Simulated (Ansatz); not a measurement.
One change: `N[SiH2][SiH2][SeH]` becomes `N[SiH2][SiH2]CO`.

Ansatz, PBE0-D4/def2-TZVP geometries, multiplicity 1. Each molecule was computed in one conformer, which needn't be the lowest.

Scalar relativity is left out up to krypton.

```
                               property  `N[SiH2][SiH2][SeH]`
    HOMO energy (B3LYP/def2-TZVPP) / eV                 -6.67
HOMO–LUMO gap (ωB97M-V/def2-TZVPP) / eV                 10.11
     HOMO energy (PBE0/def2-TZVPP) / eV                 -6.89
   HOMO–LUMO gap (PBE0/def2-TZVPP) / eV                  6.31
     LUMO energy (PBE0/def2-TZVPP) / eV                 -0.58
  LUMO energy (ωB97M-V/def2-TZVPP) / eV                  1.12
```

Problem. What does the change do to each property? (Best estimate.)

Solution. Ansatz gave: 
| property | `N[SiH2][SiH2]CO` | shift |
| --- | --- | --- |
| HOMO energy (B3LYP/def2-TZVPP) / eV | -6.62 | 0.05 |
| HOMO–LUMO gap (ωB97M-V/def2-TZVPP) / eV | 10.30 | 0.19 |
| HOMO energy (PBE0/def2-TZVPP) / eV | -6.82 | 0.07 |
| HOMO–LUMO gap (PBE0/def2-TZVPP) / eV | 6.55 | 0.24 |
| LUMO energy (PBE0/def2-TZVPP) / eV | -0.27 | 0.31 |
| LUMO energy (ωB97M-V/def2-TZVPP) / eV | 1.32 | 0.20 |

With PBE0 the HOMO rises by 0.07 eV and the LUMO rises by 0.31 eV, so the gap widens by about 0.24 eV. PBE moves the HOMO by 0.22 eV and ωB97M-V by 0.01 eV.

B3LYP here is the variant with VWN-RPA as its local correlation; programs differ in this.

Spin–orbit coupling is left out; it splits and shifts lone-pair levels of the heavy atoms by tenths of an eV.
